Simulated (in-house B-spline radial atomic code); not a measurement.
**Excitations of the argon ion Ar⁶⁺ by several methods**

Full response, energies in eV; labels give the largest channel, * marks a mixed state, a dash one above the method's threshold, and an imaginary frequency an unstable closed-shell reference. Computed with a B-spline radial code for spherical atoms: linear response of the closed shell [Ne] 3s2 with each method's own kernel (bare exchange for TDHF, static screening on G0W0 levels for BSE, the adiabatic kernel for functionals); non-relativistic, point nucleus, no spin-orbit coupling, no double excitations, S, P, D and F terms only.

```json
{"method": "TDHF", "3s → 3p 3P": "11.440", "3s → 3p 1P": "20.499", "3s → 3d 3D": "38.29", "α (bohr³)": "2.176"}
{"method": "BSE on G0W0@HF", "3s → 3p 3P": "?", "3s → 3p 1P": "?", "3s → 3d 3D": "?", "α (bohr³)": "?"}
{"method": "LDA VWN5", "3s → 3p 3P": "13.748", "3s → 3p 1P": "21.002", "3s → 3d 3D": "37.90", "α (bohr³)": "1.996"}
{"method": "PBE", "3s → 3p 3P": "13.156", "3s → 3p 1P": "20.849", "3s → 3d 3D": "37.04", "α (bohr³)": "2.047"}
{"method": "PBE0", "3s → 3p 3P": "12.880", "3s → 3p 1P": "20.711", "3s → 3d 3D": "37.47", "α (bohr³)": "2.087"}
{"method": "B3LYP (VWN-RPA)", "3s → 3p 3P": "12.911", "3s → 3p 1P": "20.918", "3s → 3d 3D": "37.33", "α (bohr³)": "2.037"}
{"method": "CAM-B3LYP", "3s → 3p 3P": "12.935", "3s → 3p 1P": "20.945", "3s → 3d 3D": "37.54", "α (bohr³)": "2.033"}
{"method": "LC-wPBE", "3s → 3p 3P": "12.943", "3s → 3p 1P": "20.737", "3s → 3d 3D": "37.35", "α (bohr³)": "2.067"}
{"method": "wB97X", "3s → 3p 3P": "13.535", "3s → 3p 1P": "20.931", "3s → 3d 3D": "38.11", "α (bohr³)": "2.04"}
{"method": "HSE06", "3s → 3p 3P": "13.070", "3s → 3p 1P": "20.842", "3s → 3d 3D": "37.53", "α (bohr³)": "2.062"}
{"method": "BHandHLYP", "3s → 3p 3P": "12.448", "3s → 3p 1P": "20.785", "3s → 3d 3D": "37.71", "α (bohr³)": "2.083"}
{"method": "BLYP", "3s → 3p 3P": "12.952", "3s → 3p 1P": "21.030", "3s → 3d 3D": "36.79", "α (bohr³)": "2.006"}
{"method": "PBEsol", "3s → 3p 3P": "?", "3s → 3p 1P": "?", "3s → 3d 3D": "?", "α (bohr³)": "?"}
{"method": "BP86", "3s → 3p 3P": "13.184", "3s → 3p 1P": "20.874", "3s → 3d 3D": "37.05", "α (bohr³)": "2.04"}
{"method": "LDA exchange-only", "3s → 3p 3P": "12.814", "3s → 3p 1P": "21.083", "3s → 3d 3D": "37.09", "α (bohr³)": "1.989"}
{"method": "B97-1", "3s → 3p 3P": "13.078", "3s → 3p 1P": "20.657", "3s → 3d 3D": "37.75", "α (bohr³)": "2.095"}
{"method": "RPBE", "3s → 3p 3P": "12.785", "3s → 3p 1P": "20.638", "3s → 3d 3D": "36.69", "α (bohr³)": "2.093"}
{"method": "OLYP", "3s → 3p 3P": "11.542", "3s → 3p 1P": "20.260", "3s → 3d 3D": "35.94", "α (bohr³)": "2.165"}
```

**Question.** What does BSE on G0W0@HF give?

**Answer.** 3s → 3p 3P: 13.075; 3s → 3p 1P: 21.168; 3s → 3d 3D: 40.86; α: 1.98 (eV, bohr³).

**Question.** What does PBEsol give?

**Answer.** 3s → 3p 3P: 13.097; 3s → 3p 1P: 20.805; 3s → 3d 3D: 37.12; α: 2.049 (eV, bohr³).
